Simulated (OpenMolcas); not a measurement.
**Computed levels of Re⁴⁺**

| Quantity | Value |
| --- | --- |
| Program | OpenMolcas 26.06 |
| Method | CASSCF |
| Basis | ANO-RCC-VQZP [9s8p6d4f3g2h] |
| Scalar Hamiltonian | DKH2, point nucleus |
| Active space | 3 electrons in 5 orbitals (5d) |
| State averaging | 2S+1 = 4 even, 10 roots; 2S+1 = 2 even, 40 roots (28 in the spin-orbit step) |
| Spin-orbit coupling | state interaction with AMFI integrals over the reference wave functions, term energies averaged over their components |

Spin-free terms above the lowest, with the occupations of the reference:

```json
{"Configuration": "5d³", "Term": "⁴F", "E (cm⁻¹)": "0.0", "Occupations": "5d 3.00"}
{"Configuration": "5d³", "Term": "⁴P", "E (cm⁻¹)": "12686", "Occupations": "5d 3.00"}
{"Configuration": "5d³", "Term": "²G", "E (cm⁻¹)": "13844", "Occupations": "5d 3.00"}
{"Configuration": "5d³", "Term": "²H", "E (cm⁻¹)": "18038", "Occupations": "5d 3.00"}
```

With spin-orbit coupling, above the lowest level:

```json
{"Configuration": "5d³", "Term": "⁴F", "J": "3/2", "E (cm⁻¹)": "0.0", "Measured (cm⁻¹)": "0.0", "Term weight %": "90", "Second": "9 ²D"}
{"Configuration": "5d³", "Term": "⁴F", "J": "5/2", "E (cm⁻¹)": "4484", "Measured (cm⁻¹)": "4853", "Term weight %": "97", "Second": "3 ²D"}
{"Configuration": "5d³", "Term": "⁴F", "J": "7/2", "E (cm⁻¹)": "8993", "Measured (cm⁻¹)": "8973", "Term weight %": "94", "Second": "6 ²G"}
{"Configuration": "5d³", "Term": "⁴F", "J": "9/2", "E (cm⁻¹)": "12146", "Measured (cm⁻¹)": "11914", "Term weight %": "75", "Second": "21 ²G"}
{"Configuration": "5d³", "Term": "⁴P", "J": "3/2", "E (cm⁻¹)": "15212", "Measured (cm⁻¹)": "", "Term weight %": "54", "Second": "32 ²P"}
{"Configuration": "5d³", "Term": "⁴P", "J": "1/2", "E (cm⁻¹)": "16870", "Measured (cm⁻¹)": "14325", "Term weight %": "77", "Second": "23 ²P"}
{"Configuration": "5d³", "Term": "²G", "J": "7/2", "E (cm⁻¹)": "21513", "Measured (cm⁻¹)": "19013", "Term weight %": "94", "Second": "6 ⁴F"}
{"Configuration": "5d³", "Term": "²H", "J": "9/2", "E (cm⁻¹)": "21707", "Measured (cm⁻¹)": "19967", "Term weight %": "57", "Second": "24 ²G"}
{"Configuration": "5d³", "Term": "⁴P", "J": "5/2", "E (cm⁻¹)": "23534", "Measured (cm⁻¹)": "20922", "Term weight %": "93", "Second": "7 ²D"}
```

Against the 7 measured excited levels shown (the list in Brasseur, Gamrath and Quinet, At. Data Nucl. Data Tables 157, 101636 (2024)) the mean absolute deviation is 1400 cm-1; the largest miss in energy is 5d³ ⁴P_5/2: computed 23534, measured 20922 cm⁻¹ (+12.5 %), and the largest in proportion 5d³ ⁴P_1/2 (+17.8 %).

Spin-orbit coupling puts the lowest level 9699 cm⁻¹ below the lowest spin-free term.

A least-squares Racah fit to the terms below 60000 cm-1, each weighted by 2L + 1 and with a free common offset, gives B = 844 cm-1 and C = 3479 cm-1 (C/B = 4.12), with an rms deviation of 14 cm-1.

For ⁴F the intervals divided by the larger J are 1793.8, 1288.0, 700.7 cm-1. Landé's interval rule makes them equal in pure LS coupling; they differ by 87 % of their mean. The multiplet is regular.

Some high roots are left out of the spin-orbit mixing, which shifts the levels that they would mix with. Without dynamic correlation excited terms often stand tens of per cent too high (terms of higher spin than the ground term too low), and those without a measured partner can miss by more than the paired ones. Computed and measured levels are paired by configuration, term and J; levels that our copy of the source lacks, or whose pairing is in doubt (as where it misses far off the trend of its configuration), stay unpaired and out of the deviations. Only configurations of the active space appear. The first state left out of the spin-orbit step lies near 31000 cm-1 above the lowest spin-free state of the reference (among the parities and spins computed), and the list stops at four fifths of that energy or lower.

The term weight is that of the spin-free term in the level, not the purity of its configuration.
